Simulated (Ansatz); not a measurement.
# A barrier at the coupled-cluster level

Start structure (GaAsH6O, singlet), relaxed at PBE0-D4/def2-TZVP:

```json
{"atom": "Ga1", "x (Å)": "-0.2767", "y (Å)": "1.0470", "z (Å)": "-0.9638"}
{"atom": "O2", "x (Å)": "1.5359", "y (Å)": "0.8934", "z (Å)": "-0.9601"}
{"atom": "H3", "x (Å)": "-1.0523", "y (Å)": "0.2874", "z (Å)": "-2.1001"}
{"atom": "H4", "x (Å)": "-0.8078", "y (Å)": "2.2657", "z (Å)": "-0.1404"}
{"atom": "H5", "x (Å)": "0.2666", "y (Å)": "-2.1393", "z (Å)": "0.7414"}
{"atom": "As6", "x (Å)": "-0.4017", "y (Å)": "-0.8173", "z (Å)": "1.0331"}
{"atom": "H7", "x (Å)": "1.8589", "y (Å)": "0.3101", "z (Å)": "-1.6489"}
{"atom": "H8", "x (Å)": "0.4460", "y (Å)": "-0.4605", "z (Å)": "2.2286"}
{"atom": "H9", "x (Å)": "-1.5690", "y (Å)": "-1.3865", "z (Å)": "1.8102"}
```

The step: GaH₃O ([OH][GaH2]) + AsH₃ → GaAsH₄ ([GaH2][AsH2]) + H₂O (still joined by a long Ga–O bond); bonds formed: O2–H5; dative contacts that become bonds: Ga1–As6; bonds broken: H5–As6; bonds weakened to dative contacts: Ga1–O2. Program: Ansatz 0.2.0. Basis: def2-TZVPP and def2-QZVPP. Cores are frozen in the correlated methods. Filled d shells of the heavier atoms are correlated. The def2 sets are not built for correlating such inner shells, so the correlated values are less sure here. Extrapolation: Hartree–Fock as exp(−7.88 √X), correlation as X^−2.97. Energies below are by CCSD(T) at an estimated basis limit (MP2 extrapolated from triple and quadruple zeta, plus CCSD(T) − MP2 in triple zeta).

Task: What are the electronic barrier and the energy of the step, from the start structure to the end structure? (To be estimated.)

Result: Computed: Barrier 96.4 kJ/mol; step energy -22.2 kJ/mol (downhill); reverse barrier, their difference, 118.6 kJ/mol. Barrier and step energy count from the start structure, the reverse barrier from the end structure.

The saddle point: One imaginary mode of 1081i cm⁻¹.
| pair | start (Å) | saddle (Å) | end (Å) |
| --- | --- | --- | --- |
| Ga1–As6 | 2.73 | 2.66 | 2.45 |
| O2–H5 | 3.70 | 1.38 | 0.97 |
| Ga1–O2 | 1.82 | 1.93 | 2.19 |
| H5–As6 | 1.51 | 1.79 | 3.13 |

Zero-point energy (harmonic, PBE0-D4): ZPE is 134.3 kJ/mol at the start and 127.3 kJ/mol at the saddle, so the barrier goes from 96.4 to 89.4 kJ/mol.

No T1 diagnostic of these runs exceeds 0.013.

Labels in which every atom is bracketed show which atoms are joined, not bond orders.

For scale, one of the runs: CCSD(T)/def2-TZVPP, 211 basis functions, launched by `ansatz run in.yaml --threads 4 --pin off --events-out ev --progress --plain --max-ram 9574MiB`. Hardware: 4 CPU threads of an Arm Neoverse V1, shared host. Wall time 2.2 min; peak host memory 3 GiB.
